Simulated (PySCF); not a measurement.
PySCF input (HF/def2-TZVPD):

```python
from pyscf import gto, scf, dft

mol = gto.M(
    atom='''
    Li   -0.00000000   -0.00000000   -2.02545249
    Cl    0.00000000    0.00000000    0.35743279
    ''',
    basis='def2-tzvpd',
    charge=1,
    spin=1,
    symmetry='C2v',
    verbose=4,
)

mf = scf.UHF(mol).density_fit(auxbasis='def2-universal-jkfit')
mf.conv_tol = 1e-9
mf.max_cycle = 100
mf.max_memory = 1500
mf.kernel()
if not mf.converged:
    mf = mf.newton()
    mf.kernel(mf.make_rdm1())
mf.analyze()
```

Output:

```
PySCF version 2.14.0

[INPUT] verbose = 4
[INPUT] num. atoms = 2
[INPUT] num. electrons = 19
[INPUT] charge = 1
[INPUT] spin (= nelec alpha-beta = 2S) = 1
[INPUT] symmetry C2v subgroup None
[INPUT] Mole.unit = angstrom
[INPUT] Symbol           X                Y                Z      unit          X                Y                Z       unit  Magmom
[INPUT]  1 Li     0.000000000000   0.000000000000  -2.025452490000 AA    0.000000000000   0.000000000000  -3.827550484418 Bohr   0.0
[INPUT]  2 Cl     0.000000000000   0.000000000000   0.357432790000 AA    0.000000000000   0.000000000000   0.675450081039 Bohr   0.0

nuclear repulsion = 11.3257813892409
point group symmetry = Coov, use subgroup C2v
symmetry origin: [ 0.00000000e+00  0.00000000e+00 -3.77945231e-09]
symmetry axis x: [1. 0. 0.]
symmetry axis y: [0. 1. 0.]
symmetry axis z: [0. 0. 1.]
num. orbitals of irrep A1 = 29
num. orbitals of irrep A2 = 4
num. orbitals of irrep B1 = 15
num. orbitals of irrep B2 = 15
number of shells = 25
number of NR pGTOs = 95
number of NR cGTOs = 63
basis = def2-tzvpd
ecp = {}

******** <class 'pyscf.df.df_jk.DFSymAdaptedUHF'> ********
method = DFSymAdaptedUHF
initial guess = minao
damping factor = 0
level_shift factor = 0
DIIS = <class 'pyscf.scf.diis.CDIIS'>
diis_start_cycle = 1
diis_space = 8
diis_damp = 0
SCF conv_tol = 1e-09
SCF conv_tol_grad = None
SCF max_cycles = 100
direct_scf = False
number electrons alpha = 10  beta = 9
Freeze 0 electrons in irreps []
    19 free electrons in irreps A1 A2 B1 B2
Set gradient conv threshold to 3.16228e-05
******** <class 'pyscf.df.df.DF'> ********
auxbasis = def2-universal-jkfit
init E= -466.753337070684
alpha HOMO (B1) = -0.452344121033093  LUMO (A1) = -0.0546991577049525
beta  HOMO (B1) = -0.452344121033093  LUMO (B2) = -0.452344121033098

WARN: HOMO -0.452344121033093 >= LUMO -0.452344121033098

WARN: alpha-B1 HOMO -0.452344121033093 > system LUMO -0.452344121033098

WARN: alpha-B2 HOMO -0.452344121033098 > system LUMO -0.452344121033098

WARN: beta-B1 HOMO -0.452344121033093 > system LUMO -0.452344121033098

[...]
beta  HOMO (B1) = -0.696904758531437  LUMO (B2) = -0.252288702779818
  HOMO = -0.696904758531  LUMO = -0.25228870278  gap/eV = 12.09862
Extra cycle  E= -466.730774363785  delta_E= -1.88e-11  |g|= 2e-06  |ddm|= 3.97e-06
converged SCF energy = -466.730774363785  <S^2> = 0.76019456  2S+1 = 2.0101687
**** SCF Summaries ****
Total Energy =                        -466.730774363785031
Nuclear Repulsion Energy =              11.325781389240863
One-electron Energy =                 -662.688391152402914
Two-electron Energy =                  184.631835399377024
Two-electron Coulomb Energy =          213.831782710766731
DFT Exchange-Correlation Energy =      -29.199947311389707
HOMO-LUMO gap [eV] =                    12.098619123747127
Wave-function symmetry = B2
alpha occupancy for each irrep:     A1   A2   B1   B2
                                     6    0    2    2
beta  occupancy for each irrep:     A1   A2   B1   B2
                                     6    0    2    1
**** MO energy ****
alpha MO #1 (A1 #1), energy= -105.113017001332 occ= 1
alpha MO #2 (A1 #2), energy= -10.83763360084 occ= 1
alpha MO #3 (B2 #1), energy= -8.32356864595308 occ= 1
alpha MO #4 (A1 #3), energy= -8.29928710566626 occ= 1
alpha MO #5 (B1 #1), energy= -8.29902439257242 occ= 1
alpha MO #6 (A1 #4), energy= -2.74838171312045 occ= 1
alpha MO #7 (A1 #5), energy= -1.36042295431134 occ= 1
alpha MO #8 (B2 #2), energy= -0.79872465431183 occ= 1
alpha MO #9 (A1 #6), energy= -0.739147993366974 occ= 1
alpha MO #10 (B1 #2), energy= -0.719591060910716 occ= 1
alpha MO #11 (A1 #7), energy= -0.166734567097208 occ= 0
alpha MO #12 (B2 #3), energy= -0.11303693313133 occ= 0
alpha MO #13 (B1 #3), energy= -0.1090977126964 occ= 0
alpha MO #14 (A1 #8), energy= -0.0869384158710851 occ= 0
alpha MO #15 (B2 #4), energy= -0.0364298998637782 occ= 0
alpha MO #16 (A1 #9), energy= -0.0353266585654916 occ= 0
alpha MO #17 (B1 #4), energy= -0.0333194102397822 occ= 0
alpha MO #18 (B2 #5), energy= -0.0190540928417402 occ= 0
alpha MO #19 (A1 #10), energy= -0.0166787370627463 occ= 0
alpha MO #20 (B1 #5), energy= -0.0124159223308187 occ= 0
alpha MO #21 (A1 #11), energy= 0.0236257750092221 occ= 0
alpha MO #22 (A1 #12), energy= 0.0751060476744289 occ= 0
alpha MO #23 (A2 #1), energy= 0.0826034498267831 occ= 0
alpha MO #24 (A1 #13), energy= 0.0943497208987961 occ= 0
alpha MO #25 (B2 #6), energy= 0.11396486000676 occ= 0
alpha MO #26 (B1 #6), energy= 0.130751484966799 occ= 0
alpha MO #27 (A1 #14), energy= 0.166422942493561 occ= 0
alpha MO #28 (A1 #15), energy= 0.381321060262049 occ= 0
alpha MO #29 (B2 #7), energy= 0.393864857254473 occ= 0
alpha MO #30 (B1 #7), energy= 0.422852927365131 occ= 0
alpha MO #31 (B2 #8), energy= 0.451478833713308 occ= 0
alpha MO #32 (B1 #8), energy= 0.456172022623942 occ= 0
alpha MO #33 (A1 #16), energy= 0.525719740361591 occ= 0
alpha MO #34 (A2 #2), energy= 0.529645492557327 occ= 0
alpha MO #35 (B2 #9), energy= 0.549502371117535 occ= 0
alpha MO #36 (B1 #9), energy= 0.589056365972716 occ= 0
alpha MO #37 (A1 #17), energy= 0.604970397850099 occ= 0
alpha MO #38 (A1 #18), energy= 0.689002591533836 occ= 0
alpha MO #39 (A1 #19), energy= 0.928004881498293 occ= 0
alpha MO #40 (A1 #20), energy= 1.39181706294005 occ= 0
alpha MO #41 (A1 #21), energy= 1.97171962609987 occ= 0
alpha MO #42 (A2 #3), energy= 1.97495537423259 occ= 0
alpha MO #43 (B2 #10), energy= 1.98791493626987 occ= 0
alpha MO #44 (B1 #10), energy= 2.02493526525741 occ= 0
alpha MO #45 (A1 #22), energy= 2.06116050318765 occ= 0
alpha MO #46 (B2 #11), energy= 2.10480266923298 occ= 0
alpha MO #47 (B1 #11), energy= 2.11583816310156 occ= 0
alpha MO #48 (A1 #23), energy= 2.12104171932752 occ= 0
alpha MO #49 (A2 #4), energy= 2.13127123743546 occ= 0
alpha MO #50 (B2 #12), energy= 2.13346415391768 occ= 0
alpha MO #51 (B1 #12), energy= 2.16835131197579 occ= 0
alpha MO #52 (A1 #24), energy= 2.2015860557946 occ= 0
alpha MO #53 (B2 #13), energy= 2.32895160610724 occ= 0
alpha MO #54 (B1 #13), energy= 2.38303140812335 occ= 0
alpha MO #55 (A1 #25), energy= 2.47084202095321 occ= 0
alpha MO #56 (B2 #14), energy= 6.06018206344563 occ= 0
alpha MO #57 (B1 #14), energy= 6.06060365118469 occ= 0
alpha MO #58 (A1 #26), energy= 6.16810971883718 occ= 0
alpha MO #59 (B2 #15), energy= 11.2236189643184 occ= 0
alpha MO #60 (B1 #15), energy= 11.2624081850249 occ= 0
alpha MO #61 (A1 #27), energy= 11.3335594063206 occ= 0
alpha MO #62 (A1 #28), energy= 14.6531893501935 occ= 0
alpha MO #63 (A1 #29), energy= 25.1776070204437 occ= 0
beta  MO #1 (A1 #1), energy= -105.100480989379 occ= 1
beta  MO #2 (A1 #2), energy= -10.8261153257752 occ= 1
beta  MO #3 (A1 #3), energy= -8.29274094040216 occ= 1
beta  MO #4 (B1 #1), energy= -8.29257804775724 occ= 1
beta  MO #5 (B2 #1), energy= -8.27257813453974 occ= 1
beta  MO #6 (A1 #4), energy= -2.74866514142639 occ= 1
beta  MO #7 (A1 #5), energy= -1.23850771304985 occ= 1
beta  MO #8 (A1 #6), energy= -0.717351169749175 occ= 1
beta  MO #9 (B1 #2), energy= -0.696904758531437 occ= 1
beta  MO #10 (B2 #2), energy= -0.252288702779818 occ= 0
beta  MO #11 (A1 #7), energy= -0.166044939002582 occ= 0
beta  MO #12 (B1 #3), energy= -0.108937546602688 occ= 0
beta  MO #13 (B2 #3), energy= -0.104679477314535 occ= 0
beta  MO #14 (A1 #8), energy= -0.0848519036043918 occ= 0
beta  MO #15 (A1 #9), energy= -0.0350000718283993 occ= 0
beta  MO #16 (B2 #4), energy= -0.0345285795475885 occ= 0
beta  MO #17 (B1 #4), energy= -0.0334403263585763 occ= 0
beta  MO #18 (A1 #10), energy= -0.0161438727952918 occ= 0
beta  MO #19 (B1 #5), energy= -0.0116776239768956 occ= 0
beta  MO #20 (B2 #5), energy= -0.00503124369155472 occ= 0
beta  MO #21 (A1 #11), energy= 0.0277960788136333 occ= 0
beta  MO #22 (A1 #12), energy= 0.093743031727533 occ= 0
beta  MO #23 (A2 #1), energy= 0.104510827499656 occ= 0
beta  MO #24 (A1 #13), energy= 0.104782385336535 occ= 0
beta  MO #25 (B1 #6), energy= 0.131213317145022 occ= 0
beta  MO #26 (B2 #6), energy= 0.137322288937822 occ= 0
beta  MO #27 (A1 #14), energy= 0.173396697714669 occ= 0
beta  MO #28 (A1 #15), energy= 0.385656619408607 occ= 0
beta  MO #29 (B1 #7), energy= 0.42758283024332 occ= 0
beta  MO #30 (B2 #7), energy= 0.443079399870184 occ= 0
beta  MO #31 (B1 #8), energy= 0.456964050537126 occ= 0
beta  MO #32 (B2 #8), energy= 0.466041411028566 occ= 0
beta  MO #33 (B1 #9), energy= 0.593202730054967 occ= 0
beta  MO #34 (A1 #16), energy= 0.595195952867467 occ= 0
beta  MO #35 (A2 #2), energy= 0.600626489510555 occ= 0
beta  MO #36 (B2 #9), energy= 0.617058743221321 occ= 0
beta  MO #37 (A1 #17), energy= 0.627086503381502 occ= 0
beta  MO #38 (A1 #18), energy= 0.693552485814404 occ= 0
beta  MO #39 (A1 #19), energy= 0.952669800963459 occ= 0
[...]
```
